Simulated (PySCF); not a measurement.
## Electron correlation in Se³⁰⁺ (selenium, charge +30)

Starting occupation: [He] 2s2. Calculation: PySCF 2.14, in an uncontracted even-tempered set (17 s from 2.6 bohr⁻², ratio 2.6; 12 p from 3.4 bohr⁻², ratio 2.6; 7 d from 3.4 bohr⁻², ratio 2.8; 4 f from 69 bohr⁻², ratio 2.8); X2C-1e with screened-nucleus spin-orbit coupling, Gaussian nucleus. Frozen: nothing; 4 electrons correlated; the 32 highest virtual spinors left out.

MP2 pair energies summed by pair of shells (mhartree):

```
       pair   energy  share (%)
2s1/2-2s1/2  -192.58       75.7
1s1/2-1s1/2   -44.94       17.7
1s1/2-2s1/2   -16.89        6.6
```

Total MP2 correlation energy: -254.41 mhartree.

The virtual space was cut to 50 spinors, which keep -241.11 of the -254.41 mhartree of MP2 correlation.

```
  level  correlation energy (mhartree)
   CCSD                        -372.22
    (T)                          -0.43
CCSD(T)                        -372.65
```

Diagnostics: T1 = 0.00055, largest double amplitude 0.142.

Cost of the coupled-cluster step: about 25 core-seconds, for 4 occupied and 50 virtual spinors.

Iterations:

```
Init t2, MP2 energy = -0.241111392158517
CCSD nocc = 4, nmo = 54
Init t2, MP2 energy = -0.241111392158517
Init E_corr(GCCSD) = -0.241111392158517
cycle = 1  E_corr(GCCSD) = -0.314486250804059  dE = -0.0733748586  norm(t1,t2) = 0.045108
cycle = 2  E_corr(GCCSD) = -0.346059745930981  dE = -0.0315734951  norm(t1,t2) = 0.0208504
cycle = 3  E_corr(GCCSD) = -0.372154087336771  dE = -0.0260943414  norm(t1,t2) = 0.0101487
cycle = 4  E_corr(GCCSD) = -0.372028358163823  dE = 0.000125729173  norm(t1,t2) = 0.00178225
cycle = 5  E_corr(GCCSD) = -0.372277205364095  dE = -0.0002488472  norm(t1,t2) = 7.26791e-05
cycle = 6  E_corr(GCCSD) = -0.37222376790643  dE = 5.34374577e-05  norm(t1,t2) = 1.99091e-05
cycle = 7  E_corr(GCCSD) = -0.372223716563315  dE = 5.13431148e-08  norm(t1,t2) = 2.4399e-08
cycle = 8  E_corr(GCCSD) = -0.37222368505677  dE = 3.15065452e-08  norm(t1,t2) = 5.84045e-09
cycle = 9  E_corr(GCCSD) = -0.372223701273139  dE = -1.62163684e-08  norm(t1,t2) = 6.85556e-09
cycle = 10  E_corr(GCCSD) = -0.372223700694089  dE = 5.79049364e-10  norm(t1,t2) = 2.96261e-10
GCCSD converged
E(GCCSD) = -1415.188868513678  E_corr = -0.3722237006940893
```

The coupled-cluster values are those of the cut space; adding the MP2 remainder, -13.30 mhartree, estimates the full space.

At this charge the one-electron X2C treatment keeps the bare 1/r₁₂, with no two-electron picture change or Breit term. That inflates the 1s pair energies well beyond their four-component values.
